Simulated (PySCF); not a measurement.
# Te (tellurium, neutral) across methods

[Kr] 4d10 5s1 5p5, high-spin 3P determinant (an excited configuration). Computed with PySCF 2.14 in x2c-TZVPPall with one added diffuse shell each of s, p, d, f type (9s7p5d3f, 76 functions), with scalar relativity by spin-free X2C-1e.

| method | E (hartree) | mean ε 5s α (eV) | mean ε 5p α (eV) | mean ε 5p β (eV) | Σ⟨r²⟩ (bohr²) | ⟨S²⟩ |
| --- | --- | --- | --- | --- | --- | --- |
| TPSSh | -6793.07 | -17.506 | -7.680 | -6.155 | 63.62 | 2.007 |
| UHF | -6790.48868 | -24.166 | -11.390 | -7.676 | 65.46 | 2.043 |
| r2SCAN | -6793.37 | -17.356 | -7.540 | -5.943 | 63.67 | 2.015 |
| PBE | -6792.91 | -16.499 | -7.083 | -5.850 | 63.71 | 2.006 |
| LDA | -6787.00 | -16.692 | -7.177 | -6.028 | 63.50 | 2.004 |
| PBE0 | -6793.00 | -18.586 | -8.313 | -6.592 | 63.69 | 2.009 |
| LC-wPBE | -6792.86 | -22.066 | -10.930 | -8.848 | 63.29 | 2.008 |
| wB97M-V | -6792.88 | -21.261 | -10.373 | -8.518 | 64.07 | 2.008 |
| HSE06 | -6792.92 | -18.104 | -7.875 | -6.240 | 63.76 | 2.008 |
